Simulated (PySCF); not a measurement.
## From computed data to an observable: oscillator strength and radiative lifetime

CF2, SMILES F[C]F (connectivity only; charge and spin as stated), neutral, multiplicity 1.

Geometry optimised at B3LYP-D3(BJ)/def2-TZVP. The isomer is the one that the SMILES or the coordinates give; other isomers of the formula were not compared.

TDA-CAM-B3LYP/def2-TZVPD (PySCF) puts the first singlet state with f over 0.02 at 5.10 eV (vertical), with the transition dipole (-0.663, 0.000, 0.000) in atomic units.

Find the oscillator strength, the wavelength and the radiative lifetime that this transition would have in vacuum if emission retraced absorption.


|μ|² = 0.4396 au, so |μ| = 1.69 D. ΔE = 5.10/27.211 = 0.1874 hartree. f = (2/3) ΔE |μ|² = 0.055 (the program prints 0.055).
λ = 1239.84/5.10 = 243 nm; ν = 41134 cm⁻¹.
Einstein's coefficient A = 0.6670 ν² f s⁻¹ (ν in cm⁻¹) = 6.2e7 s⁻¹, so τ = 1/A = 16 ns. This state is S1. The figure is the radiative limit of this one transition; relaxation, internal conversion, crossing to triplets and a medium change what is measured.
